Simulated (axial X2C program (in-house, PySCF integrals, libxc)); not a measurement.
## Worked dissociation energy of SiTe: PBE0, with spin–orbit coupling

Calculated with an in-house relativistic program for diatomic molecules. Two-component (2c) means X2C with spin–orbit coupling and atomic mean-field two-electron Coulomb and Gaunt terms. Basis: Te dyall-cv3z [11s12p8d4f1g], Si dyall-v3z [8s7p2d1f] (cores contracted in-house); Gaussian nuclei, density fitting, unrestricted open shells. Masses: Te 129.906 u, Si 27.977 u.

Molecular state: Ω = 0 (closed shell).

```
E(Te) (2M_J = 4) : -6790.598342 hartree
E(Si) (2M_J = 2) : -289.831409 hartree
E(SiTe) at Re    : -7080.589372 hartree
ωe               : 491.6 cm⁻¹
ωexe             : 1.16 cm⁻¹
```

(1) Work out De and D0.

The state is one determinant whose occupation by symmetry is held fixed; it was picked as the lowest of a PBE0 search that is not exhaustive. Closed shells are restricted here (equal orbitals for both partners); the stretched side of such a curve lies too high. De is counted from the lowest determinant-based energies of the atoms at the same level, without counterpoise correction. A 2c atom that is not at its ground J level misses part of its spin–orbit lowering, and De is too large by that part (0.04 eV or less for light atoms). This holds for PBE0. The functionals have no current-density term, which raises determinants with orbital currents, atoms included.

Each atomic determinant is the lowest at this level and need not be a pure J level. Totals compare only within one Hamiltonian and basis.

Answers

(1) De = -6790.598342 + (-289.831409) − (-7080.589372) = 0.15962 hartree = 4.344 eV. The zero-point energy is ωe/2 − ωexe/4 = 246 cm⁻¹ = 0.030 eV, so D0 = 4.313 eV.
